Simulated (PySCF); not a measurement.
**How methods differ on the interval between two levels of Ir**

Ir [Xe] 4f14 5d7 6s2 [4F9/2, M_J = 9/2] → Ir [Xe] 4f14 5d7 6s1 6p1 [6G13/2, M_J = 13/2], as a difference of total energies. Calculation: PySCF 2.14, in x2c-TZVPall-2c with one added diffuse shell each of s, p, d type (12s12p11d2f, 117 functions); the two-component X2C-1e Hamiltonian. Correlated levels: [Kr] 4d10 4f14 frozen; the 34 highest virtual spinors dropped. "Screened" scales the spin-orbit matrix elements by Boettger's factors to mimic the two-electron term; Breit and QED terms are absent.

```
                    method  interval between two levels (cm⁻¹)
 GHF (screened spin-orbit)                               20255
GMP2 (screened spin-orbit)                               31338
```

The labels give the starting determinants; with spin-orbit coupling the two ends relaxed to ⟨J²⟩ = 24.77, ⟨L²⟩ = 13.03, ⟨S²⟩ = 3.60 and ⟨J²⟩ = 48.77, ⟨L²⟩ = 21.01, ⟨S²⟩ = 8.49.
